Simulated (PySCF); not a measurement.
## Correlation energy of Ba (barium, neutral)

[Xe] 5d1 6s1, 6s spin antiparallel (an excited configuration). Calculation: PySCF 2.14, in aug-cc-pwCVTZ-X2C; scalar relativity by spin-free X2C-1e. Frozen: [Kr] 4d10; 10 electrons correlated.

MP2 pair energies summed by pair of shells (mhartree):

```tsv
pair	energy	share (%)
5p-5p	-97.27	56.2
5s-5p	-25.87	14.9
5p-5d	-21.28	12.3
5p-6s	-13.13	7.6
5d-6s	-8.12	4.7
5s-5s	-5.07	2.9
5s-5d	-1.76	1.0
5s-6s	-0.69	0.4
```

Total MP2 correlation energy: -173.20 mhartree.

Same-spin part -47.67 and opposite-spin part -125.52 mhartree; SCS-MP2 scales them by 1/3 and 6/5 to -166.52 mhartree.
